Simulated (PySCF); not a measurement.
dibromo(difluoro)methane (CBr2F2), SMILES FC(F)(Br)Br.

Coordinates come from a PBE-D3(BJ)/def2-SVP optimisation.

All values below come from ωB97X/def2-TZVP (PySCF).

Isolated molecule, no solvent.

The total energy is -5386.19688 hartree. The point group is C2v. The highest occupied level is -10.97 eV and the lowest empty level is 0.29 eV. The orbital gap comes out as 11.27 eV and the dipole moment comes out as 0.46 D. The quadrupole, principal values (traceless, Buckingham form, about the centre of nuclear charge) is -2.44, -0.67, 3.11 D·Å and the mean static polarisability is 52.7 bohr³ (7.82 Å³). The polarisability, principal values comes out as 40.8, 47.9, 69.5 bohr³.
